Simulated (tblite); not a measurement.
C₂H₄AsO₂ (charge -1).
Cartesian coordinates in Å at the GFN2-xTB level; atoms count from 1:
```xyz
9
C2H4AsO2 angstrom
O      1.1750    0.8498   -1.1945
C      1.2167    0.6696    0.0500
O      2.0098    1.1546    0.8556
C      0.1015   -0.2958    0.5506
As    -0.8223   -0.6476   -1.1298
H     -0.5182    0.1673    1.3258
H      0.5502   -1.2005    0.9797
H     -2.0851   -1.3151   -0.4508
H     -1.6141    0.6238   -1.1573
```

Computed with GFN2-xTB (tblite): harmonic, unscaled wavenumbers at the GFN2-xTB geometry, gas phase. The method is semi-empirical: single wavenumbers can be off by several per cent or more. Modes of hydrogen on arsenic can be 10 to 20 % off. One conformer, not necessarily the lowest.

Harmonic wavenumbers (cm⁻¹): 81.1, 184.5, 312.3, 385.0, 521.5, 608.4, 651.0, 694.3, 757.3, 844.1, 869.6, 1013.1, 1024.4, 1118.1, 1307.1, 1433.4, 1494.5, 1731.8, 1929.5, 2876.8, 2901.1.

A = 10258, B = 1815, C = 1579 MHz; mass 134.943 u (most abundant isotopes); point group C1, symmetry number 1.

Task: What is the zero-point energy?

Result: Half the sum of the wavenumbers: 11369 cm⁻¹ = 32.51 kcal/mol.

Task: What is S at 350 K and 1 bar for an ideal gas of classical rigid rotors and harmonic oscillators?

Result: Translation 41.43, rotation 27.27, vibration 13.58: S = 82.3 cal/(mol K).

Task: And Cp and H(350 K) − H(0)?

Result: Cp = 24.69 cal/(mol K), of which vibrations give 16.74 (their classical limit is 21 R = 41.7); H(350 K) − H(0) = 5.49 kcal/mol without the zero-point energy, 2.71 from vibrations.

Task: What must be added to the electronic energy to get the Gibbs energy at 350 K and 1 bar?

Result: ZPE + [H(350 K) − H(0)] − T·S = 32.51 + 5.49 − 28.80 = 9.20 kcal/mol.

Task: Which modes carry the vibrational entropy at 350 K?

Result: 81.1 cm⁻¹: 4.18; 184.5 cm⁻¹: 2.58; 312.3 cm⁻¹: 1.62; 385.0 cm⁻¹: 1.27; 521.5 cm⁻¹: 0.81; 608.4 cm⁻¹: 0.61 cal/(mol K); the other 15 give 2.50 together.

Task: Blend soft modes into free rotors: weight 1/[1 + (100 cm⁻¹/ν̃)⁴] for the oscillator and the rest for a rotor with moment μB/(μ + B), μ = h/(8π²ν), B = 10⁻⁴⁴ kg m². What vibrational entropy results?

Result: 12.91 cal/(mol K) in place of 13.58, which changes −T·S at 350 K by +0.24 kcal/mol.

Task: How do the functions run with temperature in this model?

Result: 
```tsv
T (K)	S (cal/(mol K))	Cp (cal/(mol K))	H − H(0) (kcal/mol)	G − H(0) (kcal/mol)	ln q(vib)
50	54.0	9.5	0.43	-2.28	0.11
100	61.3	11.7	0.96	-5.17	0.46
298.15	78.5	22.1	4.27	-19.14	2.38
373.15	83.9	25.8	6.07	-25.24	3.20
500	92.2	30.8	9.68	-36.42	4.65
750	106.0	37.3	18.27	-61.25	7.48
1000	117.3	41.2	28.12	-89.22	10.12
```

q(vib) and H(0) count from the zero-point level.

Hindered rotation and anharmonicity are outside this model. Other conformers, if any are populated, would add a mixing term that is left out. The structure is chiral; the term R ln 2 for an equal mix with its mirror image is left out.
